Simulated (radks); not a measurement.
The numbers below are computed, except where a source is named.
Question: Excited configurations of Ge2+: one electron is placed in a higher orbital outside [Ar] 3d10 4s1. The ground configuration is [Ar] 3d10 4s2. Code: a radial shooting solver on a logarithmic mesh with Libxc functionals. Model: non-relativistic Kohn-Sham, PBE, spin-unpolarised, spherical densities, point nucleus. Excitation = E - E(ground); binding = E(ion) - E, where the ion is the core of charge +3; n* = 3/sqrt(2 binding) in atomic units, and the quantum defect is n - n*.

| outer orbital | excitation (eV) | binding (eV) | n* | quantum defect | eigenvalue (eV) | <r> (bohr) |
|---|---|---|---|---|---|---|
| 4p | 9.052 | 25.194 | 2.205 | 1.795 | -20.560 | 2.316 |
| 4d | 20.389 | 13.857 | 2.973 | 1.027 | -10.924 | 3.500 |
| 5p | 22.529 | 11.717 | 3.233 | 1.767 | -9.908 | 5.076 |
| 6s | 26.126 | 8.120 | 3.883 | 2.117 | -6.963 | 7.752 |
| 6d | 29.084 | 5.162 | 4.870 | 1.130 | -4.412 | 11.23 |
| 7s | 29.015 | 5.231 | 4.838 | 2.162 | -4.536 | 12.04 |
| 7f | 31.497 | 2.749 | 6.674 | 0.326 | -2.369 | 21.02 |

Estimate the row for 4f.

Answer: excitation (eV) 26.382; binding (eV) 7.864; n* 3.946; quantum defect 0.054; eigenvalue (eV) -6.248; <r> (bohr) 5.757. The Delta-SCF ionisation energy is 34.246 eV (NIST Atomic Spectra Database: 34.058 eV, measured). Self-interaction in the functional shifts the binding energies and quantum defects, so they are the method's values and not measured ones. Spin polarisation and multiplet splitting are left out, so open shells lie too high by an amount that depends on their filling.

Beside tabulated values, note that spin-unpolarised runs miss the spin-polarisation part of the exchange energy of open shells.
